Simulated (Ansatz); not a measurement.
`B/C([SiH3])=C\Cl` + `C=N` → `C=N/C([SiH3])=C\Cl` + BH₃  (substitution at a C–B bond)

Computed with Ansatz on PBE0-D4/def2-TZVP structures; ΔE is electronic, products minus reactants. CBS: MP2 limit from def2 TZ/QZ plus the TZ coupled-cluster correction, frozen cores. This one scheme is used for every species. Double bonds are as drawn, so ΔE can hold a change between cis and trans. DFT in def2-TZVPP. One conformer a species, not always the lowest.

```
             level  ΔE (eV)
           ωB97X-V     0.66
   CCSD/def2-TZVPP     0.71
CCSD(T)/def2-TZVPP     0.70
      HF/CBS(def2)     0.69
```

Problem. What does CCSD(T)/CBS give? (Best estimate.)

Solution. Computed: +0.70 eV. The listed levels differ from it by -0.04, 0.01, 0.00, -0.01 eV.

Largest T1 diagnostic among the species: 0.013.

The D4 term adds −0.05 eV with B3LYP and −0.03 eV with PBE0; it sums over pairs of atoms, weighted by their polarisabilities, and B3LYP, whose exchange is more repulsive, gets the larger term.

B3LYP here is the variant with VWN-RPA as its local correlation; programs differ in this.
